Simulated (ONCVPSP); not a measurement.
# Pseudopotential generation for O: ONCV, PBE, scalar-relativistic.

ONCVPSP 4.0.1 was run on this input:

```
# ATOM AND REFERENCE CONFIGURATION
# atsym  z   nc   nv     iexc    psfile
  O 8.00    1    2        4      upf
#
#   n    l    f
    1    0    2.00
    2    0    2.00
    2    1    4.00
#
# PSEUDOPOTENTIAL AND OPTIMIZATION
# lmax
    2
#
#   l,   rc,      ep,       ncon, nbas, qcut
    0    1.00    0.00    4    7    7.20
    1    1.95    0.00    4    8    5.90
    2    1.65    0.29    5    8    5.60
#
# LOCAL POTENTIAL
# lloc, lpopt,  rc(5),   dvloc0
    0    5    1.00    0.00
#
# VANDERBILT-KLEINMAN-BYLANDER PROJECTORs
# l, nproj, debl
    0    0    1.90
    1    2    2.10
    2    3    2.20
#
# MODEL CORE CHARGE
# icmod, fcfact, rcfact
    3    5.50    1.60
#
# LOG DERIVATIVE ANALYSIS
# epsh1, epsh2, depsh
   -2.00    5.00    0.02
#
# OUTPUT GRID
# rlmax, drl
    6.00    0.01
#
# TEST CONFIGURATIONS
# ncnf
    4
# nvcnf
#   n    l    f
    2
    2    0    2.00
    2    1    3.00
#
    2
    2    0    2.00
    2    1    2.00
#
    2
    2    0    2.00
    2    1    1.00
#
    2
    2    0    2.00
    2    1    0.00
#
```

Command:

```bash
oncvpsp.x < O.dat > O.out
```

The program printed (shortened: citation, most of the input echo, consistency checks and plot data are left out):

```
ONCVPSP  (Optimized Norm-Conservinng Vanderbilt PSeudopotential)
scalar-relativistic version 4.0.1

#   n    l    f        energy (Ha)
    1    0    2.00    -1.8914769E+01
    2    0    2.00    -8.8057190E-01
    2    1    4.00    -3.3186936E-01

Reference configufation results
  iterations    20
  all-electron total energy (Ha)   -7.50018258D+01

Begin loop to  construct optimized pseudo wave functions
and semi-local pseudopoentials for all angular momenta

Calculating optimized projector #   1

 for l=   0

    Fraction of norm inside rc  0.459097
    Optimizing pswf for qcut=   7.18 a_B^-1,  ecut=  25.81 Ha
    Residual kinetic energy error=  2.57D-03 Ha

    Energy error per electron        Cutoff
         Ha          eV             Ha
         0.01000     0.27211       19.17
         0.00100     0.02721       48.60
         0.00010     0.00272      113.10
         0.00001     0.00027      134.17

   Wellstate for l =  1  n =  4
     eigenvalue =   1.7681
     asymptotic potential =   2.2681
     half-point radius =  3.7314

Calculating optimized projector #   1

 for l=   1

    Fraction of norm inside rc  0.850205
    Optimizing pswf for qcut=   5.90 a_B^-1,  ecut=  17.40 Ha
    Residual kinetic energy error=  1.46D-04 Ha

    Energy error per electron        Cutoff
         Ha          eV             Ha
         0.01000     0.27211       12.21
         0.00100     0.02721       15.20
         0.00010     0.00272       20.24
         0.00001     0.00027       52.45

Calculating optimized projector #   2

 for l=   1

    Fraction of norm inside rc  0.216355
    Optimizing pswf for qcut=   5.90 a_B^-1,  ecut=  17.40 Ha
    Residual kinetic energy error=  1.51D-03 Ha

    Energy error per electron        Cutoff
         Ha          eV             Ha
         0.01000     0.27211       14.25
         0.00100     0.02721       18.56
         0.00010     0.00272       61.32
         0.00001     0.00027       73.12

   Wellstate for l =  2  n =  3
     eigenvalue =   0.2900
     asymptotic potential =   0.7900
     half-point radius =  7.4872

   Wellstate for l =  2  n =  4
     eigenvalue =   2.4900
     asymptotic potential =   2.9900
     half-point radius =  2.9991

   Wellstate for l =  2  n =  5
     eigenvalue =   4.6900
     asymptotic potential =   5.1900
     half-point radius =  2.9805

Calculating optimized projector #   1

 for l=   2

    Fraction of norm inside rc  0.009503
    Optimizing pswf for qcut=   5.61 a_B^-1,  ecut=  15.74 Ha
    Residual kinetic energy error=  1.06D-05 Ha

    Energy error per electron        Cutoff
         Ha          eV             Ha
         0.01000     0.27211        1.02
         0.00100     0.02721        4.01
         0.00010     0.00272        9.73
         0.00001     0.00027       15.91

Calculating optimized projector #   2

 for l=   2

    Fraction of norm inside rc  0.288913
    Optimizing pswf for qcut=   5.61 a_B^-1,  ecut=  15.74 Ha
    Residual kinetic energy error=  3.91D-03 Ha

    Energy error per electron        Cutoff
         Ha          eV             Ha
         0.01000     0.27211       13.11
         0.00100     0.02721       18.97
         0.00010     0.00272       38.46
         0.00001     0.00027       73.99

Calculating optimized projector #   3

 for l=   2

    Fraction of norm inside rc  0.161540
    Optimizing pswf for qcut=   5.61 a_B^-1,  ecut=  15.74 Ha
    Residual kinetic energy error=  1.78D-02 Ha

    Energy error per electron        Cutoff
         Ha          eV             Ha
         0.01000     0.27211       17.87
         0.00100     0.02721       23.58
         0.00010     0.00272       37.51
         0.00001     0.00027      101.34

Construct Vanderbilt / Kleinmman-Bylander projectors

B matrix Hermiticity error, ll=   1
   1   2   -7.1732E-05

  Orthonormal projector coefficients -3.4845E+00 -1.1398E+00

B matrix Hermiticity error, ll=   2
   1   2    1.2759E-05
   1   3   -1.9673E-05
   2   3    1.0403E-04

  Orthonormal projector coefficients -1.9123E+02 -2.8642E+00 -4.9732E-01

Model core correction analysis
  based on d2Exc/dn_idn_j

d2excae - all-electron derivatives

   -5.340139D-02   -4.550065D-02
   -4.550282D-02   -4.343596D-02

d2excps - pseudofunction derivatives with no core correction

   -5.361521D-02   -4.586856D-02
   -4.587005D-02   -4.310825D-02

rms 2nd derivative error    3.253209E-04

rmatch, rhocmatch    0.4113    7.0762

Teter function model core charge with specified parameters

d2excps - pseudofunction derivatives with core correction

   -4.950668D-02   -4.503359D-02
   -4.503424D-02   -4.297588D-02

rms 2nd derivative error    1.988602E-03

Pseudoatom total energy  -15.308962

Diagnostic tests using Vanderbilt-Kleinman-Bylander pseudopotentials
  1 or more projectors used as specified by nproj input data

   l    rcore       rmatch      e in        delta e   norm test  slope test

   0   1.0028271   1.0332751  -0.8805719  -0.0000150   0.9999979   1.0000329

   1   1.9597466   2.0192487  -0.3318694  -0.0000010   1.0000298   1.0000334
   1   1.9597466   2.0192487   1.7681306   0.0000156   1.0000458   1.0000458

   2   1.6575111   1.7078368   0.2900000   0.0000184   1.0000366   1.0000366
   2   1.6575111   1.7078368   2.4900000   0.0000369   1.0000870   1.0000870
   2   1.6575111   1.7078368   4.6900000   0.0000169   1.0001749   1.0001749

 Testing for bound ghosts
   n   l    E NL Schr. Eq   E Basis Diag.   E Cutoff

   2   1       -0.331870       -0.331228     78.83

       2                     -137.380447    160.01  WARNING - GHOST(-)

 Testing for highly-localized positive-energy ghosts
       l    <radius>/rc     E Basis Diag.   E Cutoff

Test configuration 0

   n   l     f        eae           eps        diff
   1   0  2.0000  -18.91476935
   2   0  2.0000   -0.88057190   -0.88058690   -1.50D-05
   2   1  4.0000   -0.33186936   -0.33187036   -1.00D-06

    Total energies and differences
      AE_ref= -7.50018258D+01  AE_tst= -7.50018258D+01  dif=  0.00D+00
      PS_ref= -1.53089619D+01  PS_tst= -1.53089619D+01  dif=  1.10D-13
      PSP excitation error= -1.10D-13

Test configuration 1

   n   l     f        eae           eps        diff
   1   0  2.0000  -19.60819054
   2   0  2.0000   -1.45761465   -1.45408251    3.53D-03
   2   1  3.0000   -0.89851879   -0.88494682    1.36D-02

    Total energies and differences
      AE_ref= -7.50018258D+01  AE_tst= -7.43980121D+01  dif=  6.04D-01
      PS_ref= -1.53089619D+01  PS_tst= -1.47102080D+01  dif=  5.99D-01
      PSP excitation error=  5.06D-03

Test configuration 2

   n   l     f        eae           eps        diff
   1   0  2.0000  -20.49678569
   2   0  2.0000   -2.14418580   -2.12306327    2.11D-02
   2   1  2.0000   -1.58911092   -1.53555102    5.36D-02

    Total energies and differences
      AE_ref= -7.50018258D+01  AE_tst= -7.31637494D+01  dif=  1.84D+00
      PS_ref= -1.53089619D+01  PS_tst= -1.35067884D+01  dif=  1.80D+00
      PSP excitation error=  3.59D-02

Test configuration 3

   n   l     f        eae           eps        diff
   1   0  2.0000  -21.56493167
   2   0  2.0000   -2.92121457   -2.86162400    5.96D-02
   2   1  1.0000   -2.38713604   -2.25641572    1.31D-01

    Total energies and differences
      AE_ref= -7.50018258D+01  AE_tst= -7.11841145D+01  dif=  3.82D+00
      PS_ref= -1.53089619D+01  PS_tst= -1.16157285D+01  dif=  3.69D+00
      PSP excitation error=  1.24D-01

Test configuration 4

   n   l     f        eae           eps        diff
   1   0  2.0000  -22.80204874
   2   0  2.0000   -3.77503404   -3.64910681    1.26D-01

    Total energies and differences
      AE_ref= -7.50018258D+01  AE_tst= -6.83579341D+01  dif=  6.64D+00
      PS_ref= -1.53089619D+01  PS_tst= -8.97808377D+00  dif=  6.33D+00
      PSP excitation error=  3.13D-01
```

Note: ghosts flagged at negative energy: d at -3738.3 eV; no localised positive-energy state flagged. A true bound ghost makes a file unfit for plane-wave use.

The run took about 2 s on one core of a shared server CPU.
